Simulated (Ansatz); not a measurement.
Molecule: triiodo(methyl)silane, CH$_{3}$I$_{3}$Si (charge 0, singlet). 
Geometry from a B3LYP-D3(BJ)/def2-TZVP (Ansatz, a quantum-chemistry and plane-wave program) optimisation:
```
Si
C 1 1.8602
H 2 1.0905 1 109.65
H 2 1.0905 3 109.29 1 120.22
H 2 1.0905 3 109.29 4 119.55
I 1 2.4559 2 109.54 3 -180.00
I 1 2.4559 2 109.54 3 60.00
I 1 2.4559 2 109.54 3 -60.00
```
Charge 0, spin multiplicity 1.

Dipole moments at this geometry, in debye (magnitudes).

```tsv
level	program	dipole (D)
SVWN5/def2-TZVPD	Ansatz	___
PBE/def2-TZVPD	Ansatz	1.52
BLYP/def2-TZVPD	Ansatz	1.49
r2SCAN/def2-TZVPD	Ansatz	1.59
B3LYP/def2-TZVPD	Ansatz	1.54
PBE0/def2-TZVPD	Ansatz	1.58
CAM-B3LYP/def2-TZVPD	Ansatz	1.58
wB97X-V/def2-TZVPD	Ansatz	1.59
CCSD(T)/def2-SVPD	Ansatz	___
```

Question: What belongs in the gaps?

Answer: 
- SVWN5/def2-TZVPD, dipole (D): 1.59
- CCSD(T)/def2-SVPD, dipole (D): 1.41
